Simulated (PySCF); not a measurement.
How methods differ on the excitation energy of Tc

Tc [Kr] 4d5 5s2 (6S) → Tc [Kr] 4d5 5s1 5p1 (8P), as a difference of total energies. All numbers are calculated (PySCF 2.14, the spin-free X2C one-electron Hamiltonian (Gaussian nucleus), in x2c-TZVPPall with one added diffuse shell each of s, p, d, f type (9s7p7d3f1g, 95 functions)). Correlated levels: valence: [Kr] frozen; valence and next inner shell: [Ar] 3d10 frozen. The calculations carry no spin-orbit coupling.

Question: Order these methods by the excitation energy they give, lowest first.
A. SCS-MP2 (valence and next inner shell)
B. MP2 (valence and next inner shell)
C. MP2 (valence)
D. CAM-B3LYP

Answer: C (1.789 eV), B (1.936 eV), A (2.196 eV), D (2.341 eV).

Errors of the correlated levels include the incompleteness of this basis and the frozen core.

For comparison: 2.112 eV (measured; NIST levels, between the centres of gravity of the two terms).
